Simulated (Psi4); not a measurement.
Two rigid molecules brought together: N2 ··· H3B (SMILES N#N and B). Monomers: optimised at B3LYP-D3(BJ) (def2-TZVP), held rigid. Orientation: lowest of the rigid-body minima from ten starts at GFN2-xTB (searched outside a hard wall at short contacts). The monomers approach along the line of their centres of mass (distance R); nothing else relaxes. The shortest distances reach bonding range, where SAPT0 and rigid monomers are unreliable.

PBE/def2-TZVP, counterpoise-corrected (Psi4); PBE-D3(BJ)/def2-TZVP, counterpoise-corrected (Psi4); CCSD(T)/aug-cc-pVDZ = DF-CCSD(T)/aug-cc-pVDZ, frozen core, counterpoise-corrected in Psi4 1.11.

Interaction energies in kcal/mol; the last columns give the difference from CCSD(T):

```json
[
 {"R / Å": "1.81", "PBE/def2-TZVP": "29.69", "PBE-D3(BJ)/def2-TZVP": "28.64", "CCSD(T)/aug-cc-pVDZ": "61.91", "PBE/def2-TZVP − CCSD(T)/aug-cc-pVDZ": "-32.21", "PBE-D3(BJ)/def2-TZVP − CCSD(T)/aug-cc-pVDZ": "-33.27"},
 {"R / Å": "2.02", "PBE/def2-TZVP": "-1.77", "PBE-D3(BJ)/def2-TZVP": "-2.79", "CCSD(T)/aug-cc-pVDZ": "20.08", "PBE/def2-TZVP − CCSD(T)/aug-cc-pVDZ": "-21.85", "PBE-D3(BJ)/def2-TZVP − CCSD(T)/aug-cc-pVDZ": "-22.87"},
 {"R / Å": "2.22", "PBE/def2-TZVP": "-6.69", "PBE-D3(BJ)/def2-TZVP": "-7.66", "CCSD(T)/aug-cc-pVDZ": "7.37", "PBE/def2-TZVP − CCSD(T)/aug-cc-pVDZ": "-14.06", "PBE-D3(BJ)/def2-TZVP − CCSD(T)/aug-cc-pVDZ": "-15.03"},
 {"R / Å": "2.39", "PBE/def2-TZVP": "-6.25", "PBE-D3(BJ)/def2-TZVP": "-7.20", "CCSD(T)/aug-cc-pVDZ": "2.79", "PBE/def2-TZVP − CCSD(T)/aug-cc-pVDZ": "-9.05", "PBE-D3(BJ)/def2-TZVP − CCSD(T)/aug-cc-pVDZ": "-9.99"},
 {"R / Å": "2.70", "PBE/def2-TZVP": "-4.35", "PBE-D3(BJ)/def2-TZVP": "-5.23", "CCSD(T)/aug-cc-pVDZ": "-0.82", "PBE/def2-TZVP − CCSD(T)/aug-cc-pVDZ": "-3.52", "PBE-D3(BJ)/def2-TZVP − CCSD(T)/aug-cc-pVDZ": "-4.41"},
 {"R / Å": "3.05", "PBE/def2-TZVP": "-2.75", "PBE-D3(BJ)/def2-TZVP": "-3.49", "CCSD(T)/aug-cc-pVDZ": "-1.81", "PBE/def2-TZVP − CCSD(T)/aug-cc-pVDZ": "-0.94", "PBE-D3(BJ)/def2-TZVP − CCSD(T)/aug-cc-pVDZ": "-1.69"},
 {"R / Å": "3.50", "PBE/def2-TZVP": "-1.50", "PBE-D3(BJ)/def2-TZVP": "-2.04", "CCSD(T)/aug-cc-pVDZ": "-1.47", "PBE/def2-TZVP − CCSD(T)/aug-cc-pVDZ": "-0.03", "PBE-D3(BJ)/def2-TZVP − CCSD(T)/aug-cc-pVDZ": "-0.57"},
 {"R / Å": "4.21", "PBE/def2-TZVP": "-0.57", "PBE-D3(BJ)/def2-TZVP": "-0.85", "CCSD(T)/aug-cc-pVDZ": "-0.64", "PBE/def2-TZVP − CCSD(T)/aug-cc-pVDZ": "0.07", "PBE-D3(BJ)/def2-TZVP − CCSD(T)/aug-cc-pVDZ": "-0.21"},
 {"R / Å": "5.20", "PBE/def2-TZVP": "-0.15", "PBE-D3(BJ)/def2-TZVP": "-0.24", "CCSD(T)/aug-cc-pVDZ": "-0.19", "PBE/def2-TZVP − CCSD(T)/aug-cc-pVDZ": "0.04", "PBE-D3(BJ)/def2-TZVP − CCSD(T)/aug-cc-pVDZ": "-0.05"},
 {"R / Å": "6.54", "PBE/def2-TZVP": "-0.03", "PBE-D3(BJ)/def2-TZVP": "-0.05", "CCSD(T)/aug-cc-pVDZ": "-0.05", "PBE/def2-TZVP − CCSD(T)/aug-cc-pVDZ": "0.02", "PBE-D3(BJ)/def2-TZVP − CCSD(T)/aug-cc-pVDZ": "-0.01"}
]
```

PBE/def2-TZVP is furthest from CCSD(T)/aug-cc-pVDZ at 1.81 (-32.21 kcal/mol, below); its mean absolute difference over the points is 8.18 kcal/mol.

PBE-D3(BJ)/def2-TZVP is furthest from CCSD(T)/aug-cc-pVDZ at 1.81 (-33.27 kcal/mol, below); its mean absolute difference over the points is 8.81 kcal/mol.
